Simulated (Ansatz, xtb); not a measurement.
# Relative energy of two isomers of CH8GeOSi

We compare a, `C[SiH2][GeH2][OH]`, a singlet, with b, `[CH3][Ge@@H]([OH])[SiH3]`, a singlet. Both are isolated molecules in the gas phase, relaxed with B3LYP-D3(BJ)/def2-SVP; the shapes shown needn't be the lowest conformers.

a (Å):

```xyz
12

C    -1.3337    0.7103    0.0243
Ge    2.0424    1.5458    0.1749
O     1.6159    2.5584    1.6113
Si    0.0415    1.3063   -1.1247
H    -1.1264   -0.3106    0.3820
H    -2.3124    0.7095   -0.4806
H    -1.3909    1.3708    0.9039
H     0.2522    0.3641   -2.2659
H    -0.3033    2.6469   -1.6922
H     3.2298    2.1919   -0.5878
H     2.5114    0.2225    0.8131
H     1.3430    3.4492    1.3550
```

b (Å):

| atom | x (Å) | y (Å) | z (Å) |
| --- | --- | --- | --- |
| C | -0.9406 | 0.4493 | 1.3999 |
| Ge | -1.7650 | 0.4430 | -0.3873 |
| O | -3.4003 | 1.2025 | -0.3090 |
| Si | -0.5757 | 1.8062 | -1.9503 |
| H | 0.0620 | -0.0043 | 1.3552 |
| H | -0.8475 | 1.4815 | 1.7684 |
| H | -1.5518 | -0.1269 | 2.1118 |
| H | -1.9136 | -1.0253 | -0.8762 |
| H | -4.0204 | 0.6902 | 0.2269 |
| H | -1.2433 | 1.8017 | -3.2836 |
| H | -0.4966 | 3.2064 | -1.4409 |
| H | 0.8136 | 1.2775 | -2.1049 |

Q: Which of the two would you expect CCSD(T)/def2-SVP + ΔMP2/def2-TZVPP electronic energies to favour?

A: Too close to call at this level: CCSD(T)/def2-SVP + ΔMP2/def2-TZVPP gives E(b) − E(a) = −0.01 kcal/mol.

Level by level:

```csv
level,geometry,E(b) − E(a) (kcal/mol),departure from the last row (kcal/mol),"job, with rough time for the two"
GFN2-xTB,GFN2-xTB,−2.33,−2.33,"optimisation, 0.15 s"
HF/STO-3G,GFN2-xTB,+1.53,+1.54,"single point, 0.48 s"
r2SCAN-D4/def2-SVP,GFN2-xTB,+1.29,+1.30,"single point, 3.2 s"
B3LYP-D3(BJ)/def2-SVP,B3LYP-D3(BJ)/def2-SVP,+1.05,+1.05,"optimisation, 56 s"
HF/def2-SVP,B3LYP-D3(BJ)/def2-SVP,+0.36,+0.36,part of the CCSD(T) run
MP2/def2-SVP,B3LYP-D3(BJ)/def2-SVP,+0.33,+0.34,part of the CCSD(T) run
CCSD(T)/def2-SVP,B3LYP-D3(BJ)/def2-SVP,+0.38,+0.38,single point
CCSD(T)/def2-SVP + ΔMP2/def2-TZVPP,B3LYP-D3(BJ)/def2-SVP,−0.01,,"single point, 30 s"
```

As drawn, b has 1 C–Ge, 1 Si–H in place of 1 C–Si, 1 Ge–H.

The largest departure from CCSD(T)/def2-SVP + ΔMP2/def2-TZVPP is that of GFN2-xTB, 2.33 kcal/mol. The last row adds to CCSD(T) the change of the MP2 difference between the two basis sets, here −0.38 kcal/mol.

With thermal terms from frequencies at re-optimised GFN2-xTB minima (ideal gas, soft modes damped towards free rotors, one conformer each, 298.15 K, 1 atm): on the last row, ΔE + ΔZPE = −0.44, ΔH = −0.21, ΔG = −0.58 kcal/mol.

The correlated steps freeze 16 core orbitals; the filled d shell of Ge is correlated, in a basis made for valence electrons. Mirror images aren't counted in ΔG. Programs: Ansatz 0.2.0, xtb 6.7.1; the last row on 2 threads of Intel(R) Xeon(R) 6975P-C (Granite Rapids) on a shared host.
